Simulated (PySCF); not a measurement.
n-propyl bromide, C₃H₇Br.
SMILES: `C(C)CBr`

A linear-response calculation (PySCF, def2-SVPD basis, gas phase, vertical, core orbitals frozen in the response) gave these numbers; the functional is withheld.

Orbital energies (eV): HOMO-3 -9.74, HOMO-2 -9.57, HOMO-1 -7.62, HOMO -7.59, LUMO -0.40, LUMO+1 0.52, LUMO+2 0.99.

```json
{"state": "S1", "E (eV)": "6.03", "f": "0.0006", "main configurations (H = HOMO, L = LUMO)": "H→L (96%)"}
{"state": "S2", "E (eV)": "6.07", "f": "0.0014", "main configurations (H = HOMO, L = LUMO)": "H-1→L (97%)"}
{"state": "S3", "E (eV)": "7.18", "f": "0.040", "main configurations (H = HOMO, L = LUMO)": "H→L+1 (92%)"}
{"state": "S4", "E (eV)": "7.23", "f": "0.046", "main configurations (H = HOMO, L = LUMO)": "H-1→L+1 (92%)"}
{"state": "S5", "E (eV)": "7.77", "f": "0.0029", "main configurations (H = HOMO, L = LUMO)": "H→L+2 (86%)"}
{"state": "S6", "E (eV)": "7.82", "f": "0.017", "main configurations (H = HOMO, L = LUMO)": "H-1→L+2 (80%), H→L+4 (9%)"}
```

Triplets (Tamm–Dancoff): T1 5.45 eV, H→L (93%); T2 5.49 eV, H-1→L (92%); T3 7.03 eV, H→L+1 (85%), H→L+2 (12%); T4 7.10 eV, H-1→L+1 (86%), H-1→L+2 (10%).

Vertical ionisation energy by ΔSCF with the same functional: 10.28 eV. Mean static polarisability: 62.3 au.

Question: Which of these was used?
A. PBE
B. B3LYP
C. CAM-B3LYP
D. HF

Answer: B. B3LYP is a global hybrid with 20% exact exchange. In this run −ε(HOMO) = 7.59 eV differs from the ΔSCF value by -2.69 eV, and S1 differs from the orbital gap of 7.19 eV by -1.16 eV. The ratio −ε(HOMO)/IP is 0.74. Usual ranges for neutral molecules in this basis: 0.67 to 0.83 with B3LYP, 0.5 to 0.7 with PBE, 0.85 to 0.93 with CAM-B3LYP; Hartree–Fock can't fall below 1, since the ion's relaxation only lowers the ΔSCF value.

Method: TDDFT B3LYP/def2-SVPD, vertical, gas phase, core orbitals frozen in the response (PySCF 2.14.0, density-fitted response routines). One conformer (not necessarily the lowest) at the PBE0-D3(BJ)/def2-SVP geometry, without solvent, vibrations or thermal averaging. Relativistic effects, spin–orbit coupling among them, are left out although an element past zinc is present.

Shape of the structure used: `[CH3:1][CH2:2][CH2:3][Br:4]`: C1–C2–C3–Br4 180°.
